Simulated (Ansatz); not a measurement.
`C[O][Al]([OH])[SH]` + `[CH3][In]([SiH3])[Cl]` → `C[O][Al]([OH])[SiH3]` + `[CH3][In]([SH])[Cl]`  (redistribution)

Calculated with Ansatz (gas phase, PBE0-D4/def2-TZVP geometries, no zero-point term in ΔE). CCSD(T)/CBS adds triple-zeta CCSD(T) − MP2 to the extrapolated MP2 energy (def2 sets, frozen cores). DFT in def2-TZVPP. HSE06 is defined as in plane-wave codes. def2 core potentials past Kr. For In outer-core shells are correlated without core-valence functions, which leaves a few kJ/mol of doubt a bond. One conformer a species, not always the lowest.

```json
{"level": "BLYP-D4", "ΔE (kJ/mol)": "32.9", "difference from CCSD(T)/CBS": "-2.3"}
{"level": "r2SCAN-D4", "ΔE (kJ/mol)": "36.9", "difference from CCSD(T)/CBS": "1.7"}
{"level": "B97M-V", "ΔE (kJ/mol)": "33.1", "difference from CCSD(T)/CBS": "-2.1"}
{"level": "PBE0-D4", "ΔE (kJ/mol)": "33.1", "difference from CCSD(T)/CBS": "-2.1"}
{"level": "CAM-B3LYP-D4", "ΔE (kJ/mol)": "35.3", "difference from CCSD(T)/CBS": "0.1"}
{"level": "ωB97X-V", "ΔE (kJ/mol)": "33.4", "difference from CCSD(T)/CBS": "-1.8"}
{"level": "PBE-QIDH", "ΔE (kJ/mol)": "35.8", "difference from CCSD(T)/CBS": "0.6"}
{"level": "BLYP", "ΔE (kJ/mol)": "31.5", "difference from CCSD(T)/CBS": "-3.7"}
{"level": "HSE06", "ΔE (kJ/mol)": "32.8", "difference from CCSD(T)/CBS": "-2.4"}
{"level": "HF/def2-SVP", "ΔE (kJ/mol)": "34.8", "difference from CCSD(T)/CBS": "-0.4"}
{"level": "CCSD/def2-SVP", "ΔE (kJ/mol)": "28.9", "difference from CCSD(T)/CBS": "-6.3"}
{"level": "SCS-MP2/def2-TZVPP", "ΔE (kJ/mol)": "37.4", "difference from CCSD(T)/CBS": "2.2"}
{"level": "HF/def2-QZVPP", "ΔE (kJ/mol)": "36.0", "difference from CCSD(T)/CBS": "0.8"}
{"level": "MP2/def2-QZVPP", "ΔE (kJ/mol)": "39.7", "difference from CCSD(T)/CBS": "4.5"}
{"level": "SCS-MP2/def2-QZVPP", "ΔE (kJ/mol)": "38.2", "difference from CCSD(T)/CBS": "3.0"}
{"level": "HF/CBS(def2)", "ΔE (kJ/mol)": "36.0", "difference from CCSD(T)/CBS": "0.8"}
{"level": "CCSD(T)/CBS", "ΔE (kJ/mol)": "35.2", "difference from CCSD(T)/CBS": "0"}
```

Largest T1 diagnostic among the species: 0.013.

Leaving LDA and LC-ωPBE aside and taking each functional with its dispersion term where it has one, the values, not all of them listed here, spread over 9.0 kJ/mol, from PBE-D4 to ωB97M-V. From PBE to PBE0 (25 % exact exchange), in def2-TZVPP and without D4, ΔE moves by +3.2 kJ/mol.
